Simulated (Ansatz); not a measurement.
Telling isomers of CH4STe apart by their spectra

These gas-phase data were calculated for one isomer of CH4STe at PBE0-D3(BJ)/def2-SVP (harmonic, unscaled wavenumbers; equilibrium rotational constants with average atomic masses):

| Property | Result |
| --- | --- |
| rotational constants | 22.8, 1.546, 1.488 GHz |
| all wavenumbers above 1500 cm⁻¹ | 3193, 3109, 2711, 2155 |

Candidates:

(1) `SC[TeH]`, a singlet
(2) `CS[TeH]`, a singlet
(3) `C[Te]S`, a singlet

Task: Assign the data to one candidate and say why.

Result: Candidate (1). The band at 2711 cm⁻¹ lies where the S–H stretch is expected; (2) has no mode between 2500 and 2800 cm⁻¹. 2 modes lie between 2750 and 3290 cm⁻¹, one for each C–H bond, while (3) has 3.

The same quantities for all candidates:

```
     rotational constants (GHz)  wavenumbers above 1500 cm⁻¹  E above the lowest, PBE0-D3(BJ)/def2-SVP (kcal/mol)
(1)          22.8, 1.546, 1.488       3193, 3109, 2711, 2155                                                 17.1
(2)         15.12, 2.029, 1.847       3190, 3173, 3061, 2099                                                  3.4
(3)           7.7, 2.944, 2.193       3224, 3201, 3077, 2693                                                  0.0
```

Harmonic stretches to hydrogen usually lie a few per cent above observed fundamentals. Each candidate is one conformer. Atoms past krypton carry core potentials. Programs: Ansatz 0.2.0.
